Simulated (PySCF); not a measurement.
Two species compared at the same levels of theory.

First species: epifluorohydrin, C₃H₅FO.
SMILES with atom numbers: `[F:1][CH2:2][C@@H:3]1[CH2:4][O:5]1` (hydrogens: H6, H7 on C2; H8 on C3; H9, H10 on C4)

Second species: C6H9NO.
SMILES: `C=C[C@H]1CCNC1=O`

Levels: PBE0/def2-SVPD for HOMO energy, LUMO energy, HOMO–LUMO gap and static isotropic polarisability; TDDFT PBE0/def2-SVPD for lowest singlet excitation; TDA PBE0/def2-SVPD for lowest triplet excitation (Tamm–Dancoff). Geometries: GFN2-xTB. Each species is one conformer at its optimised geometry, gas phase, non-relativistic unless stated. Electronic properties by PySCF.

Dipoles, sizes and rotational constants follow the conformer. The torsions of the flexible species, by atom-mapped SMILES:
- `[F:1][CH2:2][C@@H:3]1[CH2:4][O:5]1`: F1–C2–C3–C4 -91°

The conformers of `C=C[C@H]1CCNC1=O` aren't listed.

Values for the first species:

```
HOMO energy                              : -8.33 eV
LUMO energy                              : 0.83 eV
HOMO–LUMO gap                            : 9.16 eV
Lowest singlet excitation                : 7.89 eV
Lowest triplet excitation (Tamm–Dancoff) : 7.51 eV
Static isotropic polarisability          : 39.9 au
```

Q: Estimate the same properties for the second species, and the change in each.

A: 
| property | first | second | second less first |
| --- | --- | --- | --- |
| HOMO energy | -8.33 eV | -7.07 eV | +1.26 eV |
| LUMO energy | 0.83 eV | -0.07 eV | -0.90 eV |
| HOMO–LUMO gap | 9.16 eV | 7.00 eV | -2.16 eV |
| lowest singlet excitation | 7.89 eV | 5.53 eV | -2.36 eV |
| lowest triplet excitation (Tamm–Dancoff) | 7.51 eV | 4.38 eV | -3.13 eV |
| static isotropic polarisability | 39.9 au | 77.9 au | +38.0 au |

On the first: The principal polarisabilities are 36.7, 37.1 and 45.7 au; their mean is the isotropic value. The polarisability is 5.91 Å³ as a volume (1 au = 0.148185 Å³), or 1.00 au for each of the 40 electrons.

On the second: The 6 singlets span 5.53 to 7.17 eV, and their oscillator strengths add up to 0.19. The polarisability is 11.55 Å³ as a volume (1 au = 0.148185 Å³), or 1.30 au for each of the 60 electrons.
